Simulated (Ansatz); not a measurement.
Reaction (substitution at a C–O bond): `COC(C)(F)Cl` + HI → `CC(F)(Cl)I` + CH₃OH

Program: Ansatz. Geometries: PBE0-D4/def2-TZVP. ΔE: electronic, gas phase. CBS: MP2 limit from def2 TZ/QZ plus the TZ coupled-cluster correction, frozen cores. This one scheme is used for every species. DFT in def2-TZVPP. def2 core potentials past Kr. For I outer-core shells are correlated without core-valence functions, which leaves a few kJ/mol of doubt a bond. One conformer a species, not always the lowest.

CCSD(T)/CBS gives +5.4 kcal/mol.

(1) Another level gave +8.9 kcal/mol. Which?
A. BLYP/def2-TZVPP
B. B97M-V/def2-TZVPP
C. PBE-QIDH/def2-TZVPP
D. HF/def2-TZVPP

Largest T1 diagnostic among the species: 0.011.

## Answers

(1) B. B97M-V 8.9, PBE-QIDH 7.8, BLYP 5.2, HF/def2-TZVPP 12.6 kcal/mol.

At CCSD(T), def2-SVP lies +9.4 kcal/mol from the extrapolated value and def2-TZVPP +2.7 kcal/mol. In def2-TZVPP, CCSD(T) changes the Hartree–Fock value by −4.4 kcal/mol (the triples alone add −0.8 kcal/mol) and MP2 by −7.2 kcal/mol. From r2SCAN to r2SCAN0 (25 % exact exchange), in def2-TZVPP and without D4, ΔE moves by +1.1 kcal/mol.
